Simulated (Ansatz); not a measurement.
The cluster W₄. Charge 0, multiplicity 1. Geometry PBE0-D4/def2-SVP; atoms count from 1.

```tsv
atom	x (Å)	y (Å)	z (Å)
W1	1.3676	0.4364	-0.6255
W2	-0.9214	-0.8871	0.9034
W3	-0.4548	-0.7260	-1.3105
W4	0.0086	1.1766	1.0327
```

In the def2 sets W takes a core potential; there is no spin–orbit coupling. Another isomer (singlet) lies 0.08 eV lower at PBE0-D4/def2-TZVP.

(1) Estimate the Mulliken populations from the PBE0/def2-TZVP orbitals of Ansatz.

(2) And the Mayer bond orders between bonded heavy atoms (over 0.3)?

Results:

(1) 
```tsv
atom	charge (e)	d electrons
W1	0.00	4.55
W2	0.00	4.55
W3	0.00	4.55
W4	0.00	4.55
```
Mulliken values and Mayer orders depend strongly on the basis.

(2) W1–W2 0.52 (3.05 Å); W1–W3 2.72 (2.27 Å); W1–W4 2.72 (2.27 Å); W2–W3 2.72 (2.27 Å); W2–W4 2.72 (2.27 Å); W3–W4 0.52 (3.05 Å).
